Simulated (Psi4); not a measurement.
Interaction energy of CF4 ··· H3Al (SMILES FC(F)(F)F and [AlH3]). Monomers: optimised at B3LYP-D3(BJ) (def2-TZVP), held rigid. Orientation: a higher rigid-body minimum at GFN2-xTB (searched outside a hard wall at short contacts). The monomers approach along the line of their centres of mass (distance R); nothing else relaxes. The shortest distances reach bonding range, where SAPT0 and rigid monomers are unreliable.

Geometry at R = 2.83 Å (first 5 atoms: monomer A):
```
9

F     -0.9361    -0.1922    -0.9190
C      0.0000     0.0000     0.0001
F     -0.0914     1.2359     0.4720
F     -0.1686    -0.8655     0.9904
F      1.1961    -0.1782    -0.5434
Al     1.1139     0.3920    -2.5737
H      2.6857     0.5110    -2.4624
H      0.2052     1.6581    -2.3124
H      0.4510    -0.9925    -2.9488
```

- PBE/def2-TZVP, counterpoise-corrected (Psi4)
- PBE-D3(BJ)/def2-TZVP, counterpoise-corrected (Psi4)
- B3LYP/def2-TZVP, counterpoise-corrected (Psi4)
- SAPT0/jun-cc-pVDZ, frozen core (Psi4)

Interaction energies in kJ/mol; the last columns give the difference from SAPT0:

| R / Å | PBE/def2-TZVP | PBE-D3(BJ)/def2-TZVP | B3LYP/def2-TZVP | SAPT0/jun-cc-pVDZ | PBE/def2-TZVP − SAPT0/jun-cc-pVDZ | PBE-D3(BJ)/def2-TZVP − SAPT0/jun-cc-pVDZ | B3LYP/def2-TZVP − SAPT0/jun-cc-pVDZ |
|---|---|---|---|---|---|---|---|
| 2.22 | 363.85 | 356.48 | 379.19 | 416.39 | -52.54 | -59.91 | -37.20 |
| 2.47 | 146.57 | 139.70 | 158.70 | 172.32 | -25.75 | -32.63 | -13.63 |
| 2.64 | 75.09 | 68.59 | 85.71 | 91.34 | -16.25 | -22.76 | -5.63 |
| 2.83 | 32.69 | 26.64 | 41.83 | 42.81 | -10.13 | -16.17 | -0.98 |
| 3.04 | 10.35 | 4.85 | 17.95 | 16.55 | -6.20 | -11.70 | 1.40 |
| 3.27 | 0.31 | -4.56 | 6.37 | 3.88 | -3.57 | -8.44 | 2.48 |
| 3.56 | -3.35 | -7.40 | 1.15 | -1.67 | -1.68 | -5.73 | 2.82 |
| 3.82 | -3.58 | -6.93 | -0.11 | -2.74 | -0.84 | -4.18 | 2.63 |
| 4.36 | -2.27 | -4.34 | -0.20 | -2.03 | -0.24 | -2.32 | 1.82 |
| 5.04 | -0.93 | -1.95 | 0.00 | -0.94 | 0.01 | -1.01 | 0.94 |
| 6.05 | -0.17 | -0.52 | -0.02 | -0.30 | 0.13 | -0.22 | 0.28 |
| 7.32 | -0.02 | -0.13 | -0.01 | -0.09 | 0.07 | -0.04 | 0.08 |

PBE/def2-TZVP is furthest from SAPT0/jun-cc-pVDZ at 2.22 (-52.54 kJ/mol, below); its mean absolute difference over the points is 9.78 kJ/mol.

PBE-D3(BJ)/def2-TZVP is furthest from SAPT0/jun-cc-pVDZ at 2.22 (-59.91 kJ/mol, below); its mean absolute difference over the points is 13.76 kJ/mol.

B3LYP/def2-TZVP is furthest from SAPT0/jun-cc-pVDZ at 2.22 (-37.20 kJ/mol, below); its mean absolute difference over the points is 5.82 kJ/mol.
